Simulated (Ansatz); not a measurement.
Isolated molecules relaxed with PBE0-D4/def2-TZVP in Ansatz; ΔE leaves out vibrations. CCSD(T)/CBS adds triple-zeta CCSD(T) − MP2 to the extrapolated MP2 energy (def2 sets, frozen cores). This one scheme is used for every species. Functionals use def2-TZVPP. HSE06 is defined as in plane-wave codes. One conformer a species, not always the lowest.

Reaction (substitution at a C–Si bond): `C[SiH](Cl)N=C=O` + `OBS` → `COBS` + `O=C=N[SiH2]Cl`

`C[SiH](Cl)N=C=O`:

Cartesian coordinates in Å:
```
C -0.704 0.907 -1.144
Si 0.661 0.125 -0.178
Cl 1.563 1.532 1.017
N 0.025 -1.116 0.807
C -0.081 -1.763 1.807
O -0.222 -2.420 2.756
H -1.448 1.342 -0.473
H -1.196 0.160 -1.772
H -0.311 1.698 -1.786
H 1.713 -0.463 -1.033
```

`OBS`:

Cartesian coordinates in Å:
```
O -1.172 -0.857 -0.352
B -0.260 -0.093 0.289
S 1.167 0.605 -0.584
H -1.005 -0.998 -1.288
H -0.421 0.113 1.453
H 1.691 1.229 0.481
```

`COBS`:

Z-matrix (Å, degrees):
```
C
O 1 1.412
H 1 1.094 2 111.4
H 1 1.092 2 108.9 3 120.7
H 1 1.092 2 108.9 3 -120.7
B 2 1.343 1 121.9 3 -0.2
S 6 1.807 2 117.2 1 -180.0
H 6 1.199 2 121.9 1 0.0
H 7 1.341 6 95.3 2 -180.0
```

`O=C=N[SiH2]Cl`:

```xyz
7

O     0.576    2.319    1.792
C     0.331    1.543    0.964
N     0.074    0.781    0.078
Si   -0.201   -0.727   -0.655
Cl   -0.015   -2.231    0.719
H    -1.576   -0.752   -1.188
H     0.811   -0.933   -1.709
```

```json
{"level": "B2PLYP", "ΔE (kJ/mol)": "101.2", "difference from CCSD(T)/CBS": "-6.0"}
{"level": "r2SCAN", "ΔE (kJ/mol)": "108.5", "difference from CCSD(T)/CBS": "1.3"}
{"level": "r2SCAN0", "ΔE (kJ/mol)": "109.1", "difference from CCSD(T)/CBS": "1.9"}
{"level": "HSE06", "ΔE (kJ/mol)": "105.3", "difference from CCSD(T)/CBS": "-1.9"}
{"level": "CAM-B3LYP", "ΔE (kJ/mol)": "97.0", "difference from CCSD(T)/CBS": "-10.2"}
{"level": "LC-ωPBE", "ΔE (kJ/mol)": "106.1", "difference from CCSD(T)/CBS": "-1.1"}
{"level": "HF/def2-SVP", "ΔE (kJ/mol)": "84.6", "difference from CCSD(T)/CBS": "-22.6"}
{"level": "HF/def2-TZVPP", "ΔE (kJ/mol)": "89.9", "difference from CCSD(T)/CBS": "-17.3"}
{"level": "MP2/def2-TZVPP", "ΔE (kJ/mol)": "111.1", "difference from CCSD(T)/CBS": "3.9"}
{"level": "SCS-MP2/def2-QZVPP", "ΔE (kJ/mol)": "104.0", "difference from CCSD(T)/CBS": "-3.2"}
{"level": "CCSD(T)/CBS", "ΔE (kJ/mol)": "107.2", "difference from CCSD(T)/CBS": "0"}
```

Largest T1 diagnostic among the species: 0.014.

In def2-TZVPP, CCSD(T) changes the Hartree–Fock value by +14.1 kJ/mol (the triples alone add +1.3 kJ/mol) and MP2 by +21.2 kJ/mol. From BLYP to BHLYP (50 % exact exchange), in def2-TZVPP and without D4, ΔE moves by +3.2 kJ/mol. The D4 term adds +3.8 kJ/mol with B3LYP and +2.1 kJ/mol with PBE0; it sums over pairs of atoms, weighted by their polarisabilities, and B3LYP, whose exchange is more repulsive, gets the larger term.

B3LYP here is the variant with VWN-RPA as its local correlation; programs differ in this.
